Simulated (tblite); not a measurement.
Parent: `[CH2:1]=[CH:2][CH2:3][C@@H:4]([C:5]#[N:6])[O:7][SiH3:8]` with C1–C2–C3–C4 -116°, C2–C3–C4–C5 170°, C3–C4–O7–Si8 153°, C5H9NOSi.

Computed geometry: GFN2-xTB, gas phase. One conformer each, not checked by frequencies here.

```csv
coordinate of the parent,value
C1=C2,1.319 Å
C2–C3,1.496 Å
C3–C4,1.543 Å
C4–C5,1.453 Å
C5≡N6,1.143 Å
C4–O7,1.397 Å
O7–Si8,1.625 Å
C1–C2–C3,124.0°
C2–C3–C4,110.2°
C3–C4–C5,109.5°
C3–C4–O7,109.7°
C5–C4–O7,110.5°
C4–C5–N6,179.1°
C4–O7–Si8,129.3°
```

Problem. How does the shared frame change in `[CH2:1]=[CH:2][CH2:3][C@H:4]([C:5]#[N:6])[CH2:7][O:8][SiH3:9]` with C1–C2–C3–C4 115°, C2–C3–C4–C5 59°, C3–C4–C7–O8 -65°, C4–C7–O8–Si9 158°, C6H11NOSi? Atoms pair as C1 = C1, C2 = C2, C3 = C3, C4 = C4, C5 = C5, N6 = N6 (parent first).

Solution. 
| parent | relative | value in the relative | change |
| --- | --- | --- | --- |
| C1=C2 | C1=C2 | 1.320 Å | +0.001 |
| C2–C3 | C2–C3 | 1.497 Å | +0.001 |
| C3–C4 | C3–C4 | 1.543 Å | 0.000 |
| C4–C5 | C4–C5 | 1.442 Å | -0.011 |
| C5≡N6 | C5≡N6 | 1.143 Å | 0.000 |
| C1–C2–C3 | C1–C2–C3 | 124.0° | 0.0 |
| C2–C3–C4 | C2–C3–C4 | 111.7° | +1.5 |
| C3–C4–C5 | C3–C4–C5 | 110.7° | +1.2 |
| C4–C5–N6 | C4–C5–N6 | 179.6° | +0.5 |

Of the parent's bonds, C4–C5 changes most (-0.011 Å). Bonds of the relative outside the shared frame: C4–C7 1.538, C7–O8 1.391, O8–Si9 1.622 Å. Point group C1 → C1.

Problem. How does the shared frame change in `[CH2:1]=[CH:2][C@@H:3]([O:4][CH3:5])[C@H:6]([C:7]#[N:8])[O:9][SiH3:10]` with C1–C2–C3–O4 143°, C2–C3–O4–C5 -155°, C2–C3–C6–C7 59°, C3–C6–O9–Si10 -47°, C6H11NO2Si? Atoms pair as C1 = C1, C2 = C2, C3 = C3, C4 = C6, C5 = C7, N6 = N8, O7 = O9, Si8 = Si10 (parent first).

Solution. 
```json
{"parent": "C1=C2", "relative": "C1=C2", "value in the relative": "1.319 Å", "change": "0.000"}
{"parent": "C2–C3", "relative": "C2–C3", "value in the relative": "1.501 Å", "change": "+0.005"}
{"parent": "C3–C4", "relative": "C3–C6", "value in the relative": "1.561 Å", "change": "+0.018"}
{"parent": "C4–C5", "relative": "C6–C7", "value in the relative": "1.451 Å", "change": "-0.002"}
{"parent": "C5≡N6", "relative": "C7≡N8", "value in the relative": "1.143 Å", "change": "0.000"}
{"parent": "C4–O7", "relative": "C6–O9", "value in the relative": "1.383 Å", "change": "-0.014"}
{"parent": "O7–Si8", "relative": "O9–Si10", "value in the relative": "1.631 Å", "change": "+0.006"}
{"parent": "C1–C2–C3", "relative": "C1–C2–C3", "value in the relative": "123.6°", "change": "-0.4"}
{"parent": "C2–C3–C4", "relative": "C2–C3–C6", "value in the relative": "109.7°", "change": "-0.5"}
{"parent": "C3–C4–C5", "relative": "C3–C6–C7", "value in the relative": "109.1°", "change": "-0.4"}
{"parent": "C3–C4–O7", "relative": "C3–C6–O9", "value in the relative": "112.2°", "change": "+2.5"}
{"parent": "C5–C4–O7", "relative": "C7–C6–O9", "value in the relative": "110.3°", "change": "-0.2"}
{"parent": "C4–C5–N6", "relative": "C6–C7–N8", "value in the relative": "179.4°", "change": "+0.3"}
{"parent": "C4–O7–Si8", "relative": "C6–O9–Si10", "value in the relative": "128.7°", "change": "-0.6"}
```

Of the parent's bonds, C3–C4 changes most (+0.018 Å). Bonds of the relative outside the shared frame: C3–O4 1.407, O4–C5 1.406 Å. Point group C1 → C1.

Problem. How does the shared frame change in `[CH2:1]=[CH:2][CH2:3][C@@H:4]([C:5]#[N:6])[O:7][CH3:8]` with C1–C2–C3–C4 -118°, C2–C3–C4–C5 170°, C3–C4–O7–C8 172°, C6H9NO? Atoms pair as C1 = C1, C2 = C2, C3 = C3, C4 = C4, C5 = C5, N6 = N6, O7 = O7 (parent first).

Solution. 
| parent | relative | value in the relative | change |
| --- | --- | --- | --- |
| C1=C2 | C1=C2 | 1.319 Å | 0.000 |
| C2–C3 | C2–C3 | 1.496 Å | 0.000 |
| C3–C4 | C3–C4 | 1.541 Å | -0.002 |
| C4–C5 | C4–C5 | 1.457 Å | +0.004 |
| C5≡N6 | C5≡N6 | 1.143 Å | 0.000 |
| C4–O7 | C4–O7 | 1.412 Å | +0.015 |
| C1–C2–C3 | C1–C2–C3 | 124.1° | +0.1 |
| C2–C3–C4 | C2–C3–C4 | 110.5° | +0.3 |
| C3–C4–C5 | C3–C4–C5 | 109.3° | -0.2 |
| C3–C4–O7 | C3–C4–O7 | 108.6° | -1.1 |
| C5–C4–O7 | C5–C4–O7 | 111.7° | +1.2 |
| C4–C5–N6 | C4–C5–N6 | 179.1° | 0.0 |

Of the parent's bonds, C4–O7 changes most (+0.015 Å). Bonds of the relative outside the shared frame: O7–C8 1.406 Å. Point group C1 → C1.

Problem. How does the shared frame change in `[CH2:1]=[CH:2][CH2:3][C@H:4]([C:5]#[N:6])[S:7][SiH3:8]` with C1–C2–C3–C4 -113°, C2–C3–C4–C5 -63°, C3–C4–S7–Si8 81°, C5H9NSSi? Atoms pair as C1 = C1, C2 = C2, C3 = C3, C4 = C4, C5 = C5, N6 = N6 (parent first).

Solution. 
```json
{"parent": "C1=C2", "relative": "C1=C2", "value in the relative": "1.319 Å", "change": "0.000"}
{"parent": "C2–C3", "relative": "C2–C3", "value in the relative": "1.498 Å", "change": "+0.002"}
{"parent": "C3–C4", "relative": "C3–C4", "value in the relative": "1.535 Å", "change": "-0.008"}
{"parent": "C4–C5", "relative": "C4–C5", "value in the relative": "1.433 Å", "change": "-0.020"}
{"parent": "C5≡N6", "relative": "C5≡N6", "value in the relative": "1.145 Å", "change": "+0.002"}
{"parent": "C1–C2–C3", "relative": "C1–C2–C3", "value in the relative": "124.0°", "change": "0.0"}
{"parent": "C2–C3–C4", "relative": "C2–C3–C4", "value in the relative": "110.4°", "change": "+0.2"}
{"parent": "C3–C4–C5", "relative": "C3–C4–C5", "value in the relative": "111.8°", "change": "+2.3"}
{"parent": "C4–C5–N6", "relative": "C4–C5–N6", "value in the relative": "177.4°", "change": "-1.7"}
```

Of the parent's bonds, C4–C5 changes most (-0.020 Å). Bonds of the relative outside the shared frame: C4–S7 1.852, S7–Si8 2.155 Å. Point group C1 → C1.
